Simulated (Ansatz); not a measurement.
GaO₃H₃⁺, that is Ga(OH)3 with one electron fewer. Total charge 1; doublet. Geometry PBE-D4/def2-SVP, that of the neutral singlet; atoms count from 1.

```tsv
atom	x (Å)	y (Å)	z (Å)
Ga1	0.000	0.000	0.000
O2	-0.102	1.094	-1.421
H3	0.724	1.055	-1.939
O4	-1.386	-0.129	1.135
H5	-2.115	0.451	0.848
O6	1.488	-0.965	0.286
H7	1.392	-1.507	1.091
```

**Question.** Estimate the Mulliken populations from the PBE0/def2-TZVP orbitals of Ansatz.

**Answer.** 
```csv
atom,charge (e),spin (α − β)
Ga1,0.78,-0.08
O2,-0.23,0.54
H3,0.39,-0.01
O4,-0.34,0.28
H5,0.37,-0.01
O6,-0.35,0.28
H7,0.38,-0.01
```
Mulliken values and Mayer orders depend strongly on the basis.

**Question.** Where does the spin sit?

**Answer.** Summed by element: Ga -0.08, O 1.11, H -0.03, of 1 unpaired in all. Largest on single atoms: O2 0.54, O6 0.28, O4 0.28.

**Question.** And the Mayer bond orders between bonded heavy atoms (over 0.3)?

**Answer.** Ga1–O2 1.03 (1.80 Å); Ga1–O4 1.12 (1.80 Å); Ga1–O6 1.11 (1.80 Å).
